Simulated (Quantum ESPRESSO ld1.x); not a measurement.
The numbers below are computed, except where a source is named.
Problem. These are the eigenvalues of the occupied orbitals of an atom or ion with whole-number occupations (eV). Level of theory: scalar-relativistic Kohn-Sham, LDA (Slater exchange, Perdew-Zunger correlation), spin-polarised, spherical densities, point nucleus (ld1.x of Quantum ESPRESSO 7.5).

| orbital | eigenvalue |
|---|---|
| 1s up | -72932.688 |
| 1s down | -72931.982 |
| 2s up | -13751.604 |
| 2s down | -13746.171 |
| 2p up | -12173.537 |
| 2p down | -12168.923 |
| 3s up | -4186.480 |
| 3s down | -4182.638 |
| 3p up | -3720.662 |
| 3p down | -3716.608 |
| 3d up | -3199.625 |
| 3d down | -3194.613 |
| 4s up | -1776.575 |
| 4s down | -1763.824 |
| 4p up | -1607.887 |
| 4p down | -1595.244 |
| 4d up | -1406.466 |
| 5s up | -967.040 |

Which element is it, and in what charge state? The configuration may be excited. Open shells, if any, are filled with parallel spins first.

Solution. Z = 75, rhenium, charge +33: Re33+ in [Kr] 4d5 5s1. The list shows which subshells hold electrons but not how many an open one holds; the 1s level, -2680.2 hartree, gives Z - s = 73.2 by -(Z - s)^2/2, which with screening and relativity narrows Z to a few neighbours, and the depths of the outer levels then fix element, charge and occupations together.
